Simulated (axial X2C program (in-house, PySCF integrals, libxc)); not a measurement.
**Low determinants of MoSi⁻ at the PBE0 level, scalar-relativistic**

Computed with an in-house relativistic program for diatomic molecules. Spin-free means the one-electron spin-free X2C Hamiltonian. Basis: Mo dyall-acv3z [12s13p10d5f3g], Si dyall-av3z [9s8p3d2f] (cores contracted in-house); Gaussian nuclei, density fitting, unrestricted open shells. Masses: Mo 97.905 u, Si 27.977 u.

Search at 2.336 Å (vertical energies from the lowest determinant):

| ΔE (eV) | state | electrons beyond evenly filled partner blocks | electrons in σ, π, δ, φ |
| --- | --- | --- | --- |
| 0.00 | M_S = 3/2, Λ = 0 | σα, δ+α, δ-α | 27 24 6 0 |
| 0.99 | M_S = 5/2, Λ = 0 | σα, π+α, π+β, 2 × π-α, δ+α, δ-α | 27 24 6 0 |
| 0.99 | M_S = 5/2, Λ = 2 | σα, 2 × π+α, π+β, π-α, δ+α, δ-α | 27 24 6 0 |
| 1.16 | M_S = 3/2, Λ = 1 | π+α, π+β, π-α, δ+α, δ-α | 28 23 6 0 |
| 1.24 | M_S = 5/2, Λ = 0 | 3 × σα, δ+α, δ-α | 27 24 6 0 |
| 1.29 | M_S = 5/2, Λ = 1 | 2 × σα, π+α, δ+α, δ-α | 26 25 6 0 |
| 1.38 | M_S = 5/2, Λ = 1 | 2 × σα, π+α, π+β, π-α, δ+α, δ-α | 28 23 6 0 |

Lowest determinant, M_S = 3/2, Λ = 0 (beyond evenly filled blocks: σα, δ+α, δ-α): Re = 2.325 Å, ωe = 321.3 cm⁻¹.

The determinant in row 2 of the search, M_S = 5/2, Λ = 0 (beyond evenly filled blocks: σα, π+α, π+β, 2 × π-α, δ+α, δ-α), was followed along the bond at PBE0; measured from the minimum of the lowest determinant it gives:

Te = 0.977 eV (7876 cm⁻¹), Re = 2.400 Å, ωe = 318.7 cm⁻¹.

Q: Compare the bond of the determinant in row 2 with that of the lowest one.

A: At PBE0 its Re is 0.075 Å longer and its force constant, which goes as ωe², is 0.98 times that of the lowest determinant. This determinant mixes spin states, so it has no term energy of its own.

The search compares states at one distance, so a state with another bond length can lie lower; it is not exhaustive and yields mostly the lowest determinant of each block pattern, so other components and higher states of one pattern are missing. These are energies of single determinants, not of spin-adapted states; PBE0 term energies can be off by some tenths of an eV, and the functional has no current term. For an anion, determinants above electron detachment are held by the basis set. Row 1 is spin-contaminated (⟨S²⟩ = 5.00 against 3.75), so its values are not those of a pure state. Row 2 is spin-contaminated (⟨S²⟩ = 9.30 against 8.75), so its values are not those of a pure state. Row 2 has a positive highest level at its minimum.
